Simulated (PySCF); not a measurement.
Computed Raman spectrum (relative Raman activity) of a molecule C₄H₈O₂. Geometry: ωB97X-D3(BJ)/def2-SVP. Other conformers were not sampled. Computed with ωB97X-D3(BJ)/def2-SVP in PySCF. Harmonic, unscaled wavenumbers; measured fundamentals usually lie a few per cent lower.

| ν (cm⁻¹) | relative intensity |
|---|---|
| 304 | 2.4 |
| 741 | 7.2 |
| 846 | 6.2 |
| 947 | 8.7 |
| 985 | 2.8 |
| 1040 | 2.6 |
| 1045 | 4.9 |
| 1127 | 4.6 |
| 1220 | 2.4 |
| 1277 | 3.8 |
| 1286 | 4.7 |
| 1361 | 3.5 |
| 1409 | 5.1 |
| 1469 | 11 |
| 1473 | 8.0 |
| 1550 | 5.4 |
| 3065 | 100 |
| 3141 | 68 |
| 3151 | 60 |
| 3160 | 85 |
| 3198 | 38 |
| 3267 | 44 |
| 3864 | 71 |
| 3880 | 84 |

Q: Pick the molecule that these values belong to.
A) C[C@]1(O)C[C@@H]1O
B) OC[C@@H]1CCO1
C) OCC1(O)CC1
D) C=COCCO

A: A, C[C@]1(O)C[C@@H]1O
